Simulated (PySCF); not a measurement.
## How methods differ on the excitation energy of Nb

Nb [Kr] 4d4 5s1 (6D) → Nb [Kr] 4d3 5s2 (4F), as a difference of total energies. All numbers are calculated (PySCF 2.14, scalar relativity through the core potential, in aug-cc-pwCVDZ-PP with ECP28MDF). Correlated levels: valence: 4s2 4p6 frozen. The calculations carry no spin-orbit coupling.

| method | excitation energy (cm⁻¹) | error (cm⁻¹) |
| --- | --- | --- |
| UHF | 5824.2 | +4338 |
| MP2 (valence) | 3013.7 | +1527 |
| SCS-MP2 (valence) | -2115.0 | -3601 |
| CCSD (valence) | 1868.3 | +382 |
| CCSD(T) (valence) | 1348.2 | -138 |

Reference: 1486.2 cm⁻¹ (measured; NIST levels, between the centres of gravity of the two terms).

Errors of the correlated levels include the incompleteness of this basis and the frozen core.
